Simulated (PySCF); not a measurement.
C3H6N2Si.

```xyz
12

N     -3.3580     0.8218    -0.7209
C     -2.5223     0.3820    -0.0547
C     -1.4386    -0.1783     0.7621
C     -0.1278    -0.2858    -0.0015
N      0.9764    -0.0525     0.5612
Si     2.5373    -0.2011    -0.2457
H     -1.2786     0.4328     1.6623
H     -1.7409    -1.1880     1.0909
H     -0.2301    -0.6034    -1.0628
H      3.2162     1.1204    -0.1872
H      2.3731    -0.6267    -1.6721
H      3.3411    -1.2127     0.4912
```

The structure is a stationary point at ωB97X-D3(BJ)/def2-SVP. The structure was generated by enumeration; whether it is a known compound was not checked. One conformer was computed; it need not be the lowest.

Method: KT2/pcSseg-1 run with PySCF. Non-relativistic, no solvent.

Computed absolute GIAO shielding of each atom: isotropic value and principal components (ppm):
```
atom  σ(iso)     σ11     σ22    σ33   span
----  ------  ------  ------  -----  -----
N1     -26.0  -193.6  -180.9  296.4  490.0
C2      76.4   -30.5   -27.5  287.1  317.6
C3     150.1   133.3   143.4  173.6   40.3
C4      18.4   -70.3    26.0   99.6  169.9
N5     -96.9  -420.7  -122.2  252.4  673.0
Si6    401.8   342.5   390.5  472.5  130.0
H7      28.2    24.6    28.1   31.8    7.2
H8      28.0    24.3    27.7   32.0    7.7
H9      22.9    21.1    22.7   24.8    3.7
H10     26.2    23.8    24.8   30.0    6.3
H11     26.5    24.4    25.0   30.2    5.8
H12     26.3    23.8    24.9   30.2    6.4
```
